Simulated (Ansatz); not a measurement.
These are frozen-core CCSD(T)/aug-cc-pVTZ // B3LYP-D3(BJ)/def2-TZVPD run with Ansatz (a first-principles code) values and carry that method's errors.

Ansatz 0.2 input:
```yaml
crystal:
  periodic: [false, false, false]
  atoms:
    - { symbol: F, position_ang: [1.471765, -0.157365, -0.182979] }
    - { symbol: Si, position_ang: [-0.031726, 0.002957, 0.617204] }
    - { symbol: H, position_ang: [-0.587364, 1.190918, -0.217984] }
    - { symbol: H, position_ang: [-0.829669, -1.030919, -0.226669] }
basis:
  gaussian: { orbitals: aug-cc-pVTZ }
correlation:
  method: ccsd_t
total_charge: -1
```

Output:

```
Functional definition: HF
822 factors; integrals over basis functions are off by at most 7.7e-4 eV
mean field evaluation 1: about -10600.4683 eV, gradient 2.4e1 eV
mean field evaluation 2: about -10600.4731 eV, gradient 2.4e1 eV
mean field evaluation 4: about -10601.8782 eV, gradient 1.9e0 eV
mean field evaluation 8: about -10601.9109 eV, gradient 1.6e-3 eV
mean field evaluation 16: about -10601.9034 eV, gradient 2.0e-1 eV
mean field -10601.91087381 eV, -389.6130383791 hartree, gradient 8.8e-6 eV, S^2 0.000000; 0 other end points of the search recorded, 0 dependent functions left out
6 core orbitals not correlated
reference -10601.91087381 eV, -389.6130383791 hartree; 7, 7 occupied and 129, 129 virtual orbitals, 822 factors
second order -10.99374496 eV of doubles, -0.00000000 eV of singles
cycle   1  -11.16620346 eV  change   -1.7e-1 eV  update   8.4e-2
cycle   2  -11.46053847 eV  change   -2.9e-1 eV  update   2.9e-2
cycle   3  -11.54084952 eV  change   -8.0e-2 eV  update   1.5e-2
cycle   4  -11.53060659 eV  change    1.0e-2 eV  update   3.7e-3
cycle   5  -11.52888407 eV  change    1.7e-3 eV  update   1.6e-3
cycle   6  -11.52984924 eV  change   -9.7e-4 eV  update   6.9e-4
cycle   7  -11.52966704 eV  change    1.8e-4 eV  update   2.9e-4
cycle   8  -11.52951721 eV  change    1.5e-4 eV  update   1.3e-4
cycle   9  -11.52956824 eV  change   -5.1e-5 eV  update   6.1e-5
cycle  10  -11.52960848 eV  change   -4.0e-5 eV  update   2.5e-5
cycle  11  -11.52958107 eV  change    2.7e-5 eV  update   1.1e-5
cycle  12  -11.52958452 eV  change   -3.5e-6 eV  update   4.8e-6
perturbative correction -0.38970498 eV, -0.0143213937 hartree
Total energy: -10613.83016330 eV, -390.0510641888 hartree
```

Cost: roughly 22 core-seconds.
